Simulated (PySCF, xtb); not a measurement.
C5H5, charge +1, multiplicity 1. Atoms are numbered in the order given.

```xyz
10

C     -0.4297    -0.8572     0.4011
C      0.5673    -1.1427    -0.4162
C      1.0572     0.2388    -0.3699
C      0.0598     1.1078     0.0240
C     -1.2118     0.3825     0.3598
H      0.9977    -2.0488    -0.8454
H      2.1228     0.4898    -0.4101
H      0.2564     2.1135     0.4108
H     -1.9687     0.3214    -0.4411
H     -1.6650     0.7487     1.2930
```
Charge +1, spin multiplicity 1.

Geometry: PBE0-D3(BJ)/def2-SVP. The multiplicity is an assumed one; other spin states were not compared. The isomer is the one that the SMILES or the coordinates give; other isomers of the formula were not compared. The values are those of a single conformer.

These are IEF-PCM-B3LYP/def2-SVP run with PySCF 2.14.0 values and carry that method's errors.

The values are the electrostatic part of the solvation free energy, E(continuum) − E(gas) at the gas-phase geometry, in a cavity of scaled van der Waals radii (PySCF's table); cavitation and dispersion terms are not included. In vacuum the orbital gap is 4.08 eV.

```tsv
solvent	ε	ΔG(elec) (kcal/mol)	gap (eV)
water	78.36	-58.6	4.11
1-octanol	9.86	-53.4	4.10
N,N-dimethylformamide	37.22	-57.8	4.11
```

For comparison, GFN2-xTB/ALPB(water) (xtb, at the GFN2-xTB geometry, all terms of that model) gives -58.3 kcal/mol.
